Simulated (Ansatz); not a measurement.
Wavefunction ladder for C2H6MgO (`C[CH2][Mg][OH]`)

Cartesian coordinates in Å:
```
C 0.468 -1.523 -0.065
C -0.224 -0.414 0.730
Mg -0.334 1.463 -0.184
O -0.431 3.050 -0.951
H 1.508 -1.274 -0.298
H 0.488 -2.476 0.477
H -0.029 -1.717 -1.020
H -1.246 -0.723 0.981
H 0.277 -0.284 1.697
H -0.478 3.898 -1.368
```

The species carries charge 0 and has multiplicity 1. Correlated methods include outer-core shells of Mg, which these sets cover unevenly. Geometry: relaxed with PBE0-D4/def2-TZVP. It is one conformer, not always the lowest. Frozen core, restricted reference, Ansatz 0.2.0. CBS rows extrapolate triple and quadruple zeta; past MP2 they add the triple-zeta difference. For Mg the program correlates outer-core shells too, which these sets cover unevenly, so the extrapolated numbers aren't a true limit.

```csv
basis,HF (Eh),MP2 corr.,CCSD corr.,(T),CCSD(T) total
def2-SVP,?,-0.52447,-0.56083,?,?
def2-TZVPP,?,-0.80874,?,-0.02574,?
def2-QZVPP,-353.80700,-0.89335,–,–,–
CBS(def2),-353.80932,-0.95602,-0.98861,as TZ,-354.82367
```

Q: Fill in the withheld values. (An estimate is asked.)

A: Ansatz gave: def2-SVP HF (Eh): -353.53772; def2-SVP (T): -0.01394; def2-SVP CCSD(T) total: -354.11249; def2-TZVPP HF (Eh): -353.79020; def2-TZVPP CCSD corr.: -0.84134; def2-TZVPP CCSD(T) total: -354.65728.
